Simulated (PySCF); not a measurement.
A mixed set of molecules. Method used: PySCF 2.14.0, density-fitted response routines, TDDFT CAM-B3LYP/def2-SVPD, vertical, gas phase, core orbitals frozen in the response. Geometries: PBE0-D3(BJ)/def2-SVP; one conformer of each isolated species. Triplets are in the Tamm–Dancoff approximation.

Question: Rank by computed lowest singlet excitation energy, highest first.
A. `C=C(CF)CC(F)(F)F`
B. `CB(C)C`
C. `FC1=CCC=C1`
D. `[H]B([H])C(C)C`

Answer: A (7.14 eV), B (6.56 eV), D (5.62 eV), C (5.22 eV).

```csv
SMILES,S1 (eV),f (S1),α (au),T1 (eV),gap (eV),first f ≥ 0.01 (nm),S1 mainly
C=C(CF)CC(F)(F)F,7.14,0.329,63.8,–,9.95,174,H→L (95%)
CB(C)C,6.56,0.000,53.3,6.05,10.88,155,H-1/H→L+1 (87%)
[H]B([H])C(C)C,5.62,0.006,53.5,5.04,9.67,161,H→L (92%)
FC1=CCC=C1,5.22,0.088,56.1,3.16,8.25,237,H→L (98%)
```

H and L stand for HOMO and LUMO; a dash means that no computed state gives the value. A slash joins orbitals within 0.01 eV of each other, whose weights are summed (≥ marks a lower bound).
